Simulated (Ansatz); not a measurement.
**Strength of the Si–Sb bond: SiH3(SbH2) → SiH3 + SbH2**

Species: SiH3(SbH2), singlet; SiH3 (silyl radical) `[SiH3]`, doublet; SbH2 `[SbH2]`, doublet. 

Shapes, held fixed at every level: PBE0-D4/def2-TZVP. Programs: Ansatz 0.2.0. The zero-point and thermal change to 298 K, harmonic and unscaled (PBE0-D4/def2-TZVP), is -10.8 kJ/mol.

Problem. Estimate ΔH(298 K) of this reaction.

Solution. The highest level, CCSD(T)/def2-TZVPP, gives ΔH(298 K) = +235.5 kJ/mol; the levels span +144.0 to +249.4. The column of differences is taken from that level and isn't an error. Hartree–Fock misses the correlation of the pair that is broken and comes out low. No measured value is set beside it here. Open shells run unrestricted unless RO is named. For atoms past krypton def2 sets carry core potentials with scalar relativity. Correlated rows may include outer-core shells of Sb, which these sets cover unevenly.

```tsv
level	kind	ΔH(298 K) (kJ/mol)	less CCSD(T)/def2-TZVPP
HF/def2-SVP	Hartree–Fock	+144.0	-91.5
HF/def2-TZVPP	Hartree–Fock	+144.6	-90.9
BHLYP-D4/def2-TZVPP	global hybrid	+231.2	-4.3
PBE0-D4/def2-TZVPP	global hybrid	+240.6	+5.1
wB97X-V/def2-TZVPP	range-separated hybrid	+249.4	+13.9
B2PLYP/def2-TZVPP	double hybrid	+230.4	-5.1
CCSD/def2-SVP	coupled cluster or CI	+209.4	-26.1
CCSD(T)/def2-TZVPP	coupled cluster or CI	+235.5	0.0
```
